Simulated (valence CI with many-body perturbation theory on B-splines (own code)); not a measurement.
The numbers below are computed, except where a source is named.
**Sensitivity of CI+MBPT for As²⁷⁺**

Level of theory: relativistic CI+MBPT: four valence electrons over a frozen Dirac-Fock core [He], radial functions for each j: 6 s, 6 p, 5 d, 3 f, 1 g, with the one-electron correlation potential Σ1, the two-electron term Σ2, the three-electron term Σ3, Breit, model QED; selected CI, second order for the rest, scaled by the run's own slope (own B-spline code, finite nucleus).

No measured spectrum was set against this ion. As an estimate, large intervals hold to a few tenths of a per cent, small ones and those within an open d or f shell to about a per cent.

The reference run has the lowest level (2s^2 2p1/2^2) J=0 and an ionisation energy of 2942.37 eV. Its largest variational space holds 11528 state functions.

Levels are named by their leading jj configuration (3d3/2^4 stands for four electrons in 3d with j = 3/2), which in mixed levels can hold well under half, so a name can repeat and another be missing. Letters in brackets count levels of one name in rising energy.

Changed runs:
A. factor on the speed of light 1 → 100; QED terms on → off
B. shift of the energy in Σ1 (hartree) 0 → -16.017
C. core polarisation of operators on → off
D. size limit of the variational space 10000 → 300; second order for the rest on → off (bad on purpose)

Excitation energies of the reference run in cm⁻¹, and shifts in cm⁻¹:

| Level | Reference | A | B | C | D |
| --- | --- | --- | --- | --- | --- |
| (2s^2 2p1/2 2p3/2) J=1 | 256932 | -256921 | -4.2 | 0 | +2303 |
| (2s^2 2p1/2 2p3/2) J=2 | 328754 | -328723 | -4.5 | 0 | +2597 |
| (2s^2 2p3/2^2) J=2 | 641405 | -504644 | -8.3 | 0 | +2610 |
| (2s^2 2p3/2^2) J=0 | 814237 | -527558 | -8.1 | 0 | +336 |
| (2s 2p1/2^2 2p3/2) J=2 | 915782 | -525018 | +19 | 0 | +2461 |
| (2s 2p1/2^2 2p3/2) J=1 | 1256780 | -468092 | +19 | 0 | +4873 |
| (2s 2p1/2 2p3/2^2) J=2 [a] | 1308480 | -519796 | +17 | 0 | +5054 |
| (2s 2p1/2 2p3/2^2) J=3 | 1402680 | -613997 | +16 | 0 | +2784 |
| (2s 2p1/2 2p3/2^2) J=0 | 1554890 | -626222 | +15 | 0 | +394 |
| (2s 2p1/2 2p3/2^2) J=1 [a] | 1587080 | -658410 | +15 | 0 | +5689 |
| (2s 2p1/2 2p3/2^2) J=2 [b] | 1639030 | -710361 | +15 | 0 | +6793 |
| (2s 2p1/2 2p3/2^2) J=1 [b] | 1749700 | -570923 | +16 | 0 | +7082 |
| Ionisation energy (eV) | 2942.37 | -35.95 | -0.0082 | 0 | -0.30 |

No effect on these energies: C.
